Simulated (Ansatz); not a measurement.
Ansatz (an electronic-structure program) input (CCSD(T)/cc-pwCVTZ):
A basis named .json is the Basis Set Exchange file of that set.

Ansatz 0.2 input:
```yaml
crystal:
  periodic: [false, false, false]
  atoms:
    - {symbol: Si, position_ang: [0.93370886, 0.35327304, 0.17643957]}
    - {symbol: O, position_ang: [-0.35386168, -0.51719537, -0.41171650]}
    - {symbol: C, position_ang: [-1.64271412, -0.35910944, -0.01805719]}
    - {symbol: H, position_ang: [2.07813153, 0.01000933, -0.68692786]}
    - {symbol: H, position_ang: [1.20779967, -0.01590870, 1.58386308]}
    - {symbol: H, position_ang: [0.63100095, 1.80293821, 0.10779398]}
    - {symbol: H, position_ang: [-1.95436201, 0.59680999, 0.38638761]}
    - {symbol: H, position_ang: [-2.34731614, -1.04745186, -0.45919559]}
basis:
  gaussian:
    orbitals: cc-pwCVTZ.json
magnetization: {spin_polarized: true, initial_magnetization: 1}
correlation: {method: ccsd_t, electrons: outside_noble_gas}
```

Output:

```
Functional definition: HF
integrals: 1.67 GiB planned
1236 factors; integrals over basis functions are off by at most 9.8e-4 eV
1.29 GiB of device memory are held for the factors and their scratch space
mean field: 0.87 GiB planned
mean field evaluation 1: about -11008.1072 eV, gradient 2.0e1 eV
mean field evaluation 2: about -11008.1100 eV, gradient 2.0e1 eV
mean field evaluation 4: about -11010.1084 eV, gradient 3.2e0 eV
mean field evaluation 8: about -11010.1823 eV, gradient 2.0e-1 eV
mean field evaluation 16: about -11010.1686 eV, gradient 7.6e-1 eV
mean field -11010.18313139 eV, -404.6167671083 hartree, gradient 2.7e-6 eV, S^2 0.762229; 0 other end points of the search recorded, 0 dependent functions left out
7 core orbitals not correlated
reference -11010.18313139 eV, -404.6167671083 hartree; 10, 9 occupied and 198, 199 virtual orbitals, 1236 factors
second order -14.07523263 eV of doubles, -0.00000000 eV of singles
coupled cluster: 11.23 GiB planned
cycle   1  -14.52777458 eV  change   -4.5e-1 eV  update   8.6e-2
cycle   2  -14.94303698 eV  change   -4.2e-1 eV  update   2.7e-2
cycle   3  -15.03924741 eV  change   -9.6e-2 eV  update   1.6e-2
cycle   4  -15.03095707 eV  change    8.3e-3 eV  update   5.6e-3
cycle   5  -15.03302033 eV  change   -2.1e-3 eV  update   2.8e-3
cycle   6  -15.03342082 eV  change   -4.0e-4 eV  update   9.3e-4
cycle   7  -15.03317512 eV  change    2.5e-4 eV  update   2.9e-4
cycle   8  -15.03333692 eV  change   -1.6e-4 eV  update   1.4e-4
cycle   9  -15.03333063 eV  change    6.3e-6 eV  update   4.4e-5
cycle  10  -15.03329972 eV  change    3.1e-5 eV  update   1.9e-5
cycle  11  -15.03331134 eV  change   -1.2e-5 eV  update   9.2e-6
perturbative correction -0.52498308 eV, -0.0192927723 hartree
Total energy: -11025.74142581 eV, -405.1885238826 hartree
```

It need not be the lowest isomer of its formula.
